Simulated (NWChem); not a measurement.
The numbers come from NWChem runs, not from measurements. System: CH3F3Hf, charge 0, spin multiplicity 1, at a geometry optimised with B3LYP/def2-SVP with def2 effective core potentials on Hf. The structure started from a generated list of species. Level: G0W0@PBE/def2-TZVP with def2 effective core potentials on Hf, RI basis def2-tzvp-rifit, no spin-orbit coupling.

NWChem printed:

```
             Northwest Computational Chemistry Package (NWChem) 7.3.0
             --------------------------------------------------------

                                NWChem Input Module
                                -------------------

 Scaling coordinates for geometry "geometry" by  1.889725989
 (inverse scale =  0.529177249)

 Turning off AUTOSYM since
 SYMMETRY directive was detected!

                             Geometry "geometry" -> ""
                             -------------------------

 Output coordinates in angstroms (scale by  1.889725989 to convert to a.u.)

  No.       Tag          Charge          X              Y              Z
 ---- ---------------- ---------- -------------- -------------- --------------
    1 Hf                  72.0000    -0.01026300    -0.07036400     0.00000000
    2 F                    9.0000     0.83373900    -0.69573400     1.60342100
    3 F                    9.0000     0.83373900    -0.69573400    -1.60342100
    4 F                    9.0000    -1.91399400    -0.29432100     0.00000000
    5 C                    6.0000     0.30934100     2.11688200     0.00000000
    6 H                    1.0000     1.38674200     2.36322000     0.00000000
    7 H                    1.0000    -0.14261000     2.58689200     0.89235400
    8 H                    1.0000    -0.14261000     2.58689200    -0.89235400

 Effective nuclear repulsion energy (a.u.)     768.1077258827

            Nuclear Dipole moment (a.u.)
            ----------------------------
        X                 Y               Z
 ---------------- ---------------- ----------------
    -0.0000226767    -0.0000245664     0.0000000000

      Symmetry information
      --------------------

 Group name             Cs
 Group number              2
 Group order               2
 No. of unique centers     6

      Symmetry unique atoms

     1    2    4    5    6    7


 Summary of "ao basis" -> "" (spherical)
 ------------------------------------------------------------------------------
       Tag                 Description            Shells   Functions and Types
 ---------------- ------------------------------  ------  ---------------------
 *                         def2-tzvp                  on all atoms

 Summary of "ri basis" -> "" (spherical)
 ------------------------------------------------------------------------------
       Tag                 Description            Shells   Functions and Types
[...]
     6      1.370069  1 Hf s                138     -1.045282  5 C  s
   167      0.201225  6 H  s                173      0.201392  7 H  s
   179      0.201392  8 H  s                146      0.191435  5 C  py
     4     -0.177170  1 Hf s                  3     -0.174901  1 Hf s
     5      0.138741  1 Hf s                 33     -0.137692  1 Hf d  2

 center of mass
 --------------
 x =  -0.01280967 y =  -0.08767809 z =   0.00000000

 moments of inertia (a.u.)
 ------------------
         687.684313536628           3.107275739978           0.000000000000
           3.107275739978         708.637098419196           0.000000000000
           0.000000000000           0.000000000000         687.156144671285

     Multipole analysis of the density
     ---------------------------------

     L   x y z        total         alpha         beta         nuclear
     -   - - -        -----         -----         ----         -------
     0   0 0 0     -0.000000    -24.000000    -24.000000     48.000000

     1   1 0 0      0.050384     -0.556625     -0.556625      1.163633
     1   0 1 0      0.344205     -3.816946     -3.816946      7.978096
     1   0 0 1     -0.000000     -0.000000     -0.000000      0.000000

     2   2 0 0    -36.186400   -103.837443   -103.837443    171.488486
     2   1 1 0      0.545247     -1.702008     -1.702008      3.949264
     2   1 0 1      0.000000      0.000000      0.000000      0.000000
     2   0 2 0    -32.532420   -115.198666   -115.198666    197.864913
     2   0 1 1      0.000000      0.000000      0.000000      0.000000
     2   0 0 2    -36.268398   -103.607358   -103.607358    170.946319

 Task  times  cpu:       64.9s     wall:       64.9s

                                NWChem Input Module
                                -------------------

                                 NWChem GW Module
                                 ----------------

                             ***********************
                             ***        GW       ***
                             ***********************

 Summary of "ri basis" -> "ri basis" (spherical)
 ------------------------------------------------------------------------------
       Tag                 Description            Shells   Functions and Types
 ---------------- ------------------------------  ------  ---------------------
 Hf                     def2-tzvp-rifit             33      151   8s8p7d5f3g2h
 F                      def2-tzvp-rifit             22       76   8s6p4d3f1g
 C                      def2-tzvp-rifit             22       76   8s6p4d3f1g
 H                      def2-tzvp-rifit              7       15   4s2p1d

                 Memory Information
                 ------------------
          Available GA per process is          1699.7 MBs
          Available stack per process is        700.0 MBs
          Available heap per process is           0.1 MBs

          Peak memory in Initialization
              Peak GA per process is                 20.2 MBs
              Peak stack per process is               0.4 MBs
              Peak heap per process is               20.9 MBs
              Memory not in MA per process            0.0 MBs

          Peak memory in CDGW Calculation
              Peak GA per process is                 24.3 MBs
              Peak stack per process is               3.8 MBs
              Peak heap per process is                4.1 MBs
              Memory not in MA per process            0.0 MBs

          Computing 2-center integrals
          Computing Inverse Cholesky factor
          Computing 3-center integrals
          Computing Vxc

          Computing Sigma_x
          Computing W(iw) on the imaginary grid
          Solving quasiparticle equations

                  Alpha Orbitals
          State     Energy (eV)     Error (eV)
          -----------------------------------
@GW        21        -13.292           0.002
@GW        22        -13.165           0.002
@GW        23        -13.163           0.005
@GW        24         -9.983           0.002
@GW        25          1.943           0.003
@GW        26          1.944           0.002

     GW Timing Statistics
   ------------------------
   Init.   :          0.3s
     ERIs  :          5.4s
     Distr.:          0.1s
     Vxc   :          1.0s
   Vmo     :          0.0s
   iW      :         10.3s
   I_n     :          0.0s
   R_n     :          3.8s
   GW total:         21.0s

 Task  times  cpu:       21.0s     wall:       21.0s

 Total times  cpu:       85.9s     wall:       85.9s
```

**Question.** Write an NWChem input that would produce this output.

**Answer.** One answer among several that fit: 
```
start mol
memory heap 200 mb stack 700 mb global 1700 mb
geometry units angstroms nocenter noautoz
  Hf    -0.010263    -0.070364     0.000000
  F      0.833739    -0.695734     1.603421
  F      0.833739    -0.695734    -1.603421
  F     -1.913994    -0.294321     0.000000
  C      0.309341     2.116882     0.000000
  H      1.386742     2.363220     0.000000
  H     -0.142610     2.586892     0.892354
  H     -0.142610     2.586892    -0.892354
  symmetry group Cs
end
basis spherical
  * library def2-tzvp
end
ecp
  Hf library def2-ecp
end
basis "ri basis" bse spherical
  * library def2-tzvp-rifit
end
dft
  xc xpbe96 cpbe96
  iterations 100
  direct
  tolerances tight
end
task dft energy
gw
  method cdgw
  states alpha occ 4 vir 2
end
task dft gw
```
